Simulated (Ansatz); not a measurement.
`N=CI` + H₂ → `C=N` + HI  (hydrogenolysis of a C–I bond)

Gas-phase electronic energies from Ansatz, PBE0-D4/def2-TZVP geometries. CCSD(T)/CBS is the MP2 limit (def2-TZVPP, def2-QZVPP) plus CCSD(T) − MP2 in def2-TZVPP, frozen cores. This one scheme is used for every species. Functionals use def2-TZVPP. HSE06 is defined as in plane-wave codes. def2 core potentials past Kr. For I outer-core shells are correlated without core-valence functions, which leaves a few kJ/mol of doubt a bond. One conformer a species, not always the lowest.

Task: Is it downhill or uphill in electronic energy at CCSD(T)/CBS, and by how much? (An estimate is asked.)

Result: Ansatz gave: Downhill: ΔE = -53.5 kJ/mol.

Task: What do these levels give: BLYP-D4, r2SCANh-D4, HSE06-D4, BHLYP-D4, PBE-QIDH, PBE, PBE0, r2SCANh, r2SCAN0, MP2/def2-SVP, HF/def2-QZVPP, MP2/def2-QZVPP? (An estimate is asked.)

Result: The calculation gave: BLYP-D4 -38.3, r2SCANh-D4 -47.8, HSE06-D4 -50.7, BHLYP-D4 -62.1, PBE-QIDH -56.6, PBE -43.6, PBE0 -55.2, r2SCANh -48.9, r2SCAN0 -54.6, MP2/def2-SVP -64.0, HF/def2-QZVPP -85.8, MP2/def2-QZVPP -44.3 kJ/mol.

Task: What do rigid-rotor, harmonic-oscillator terms from PBE0-D4/def2-TZVP frequencies (298.15 K, 1 bar) make of the CCSD(T)/CBS value? (An estimate is asked.)

Result: Computed: ΔZPE = +12.9 kJ/mol, ΔH = -42.3 kJ/mol, ΔS = 23 J/(mol·K), ΔG = -49.1 kJ/mol.

Largest T1 diagnostic among the species: 0.012.

In def2-TZVPP, CCSD(T) changes the Hartree–Fock value by +27.9 kJ/mol (the triples alone add +7.8 kJ/mol) and MP2 by +39.0 kJ/mol. At CCSD(T), def2-SVP lies −19.9 kJ/mol from the extrapolated value and def2-TZVPP −5.1 kJ/mol.
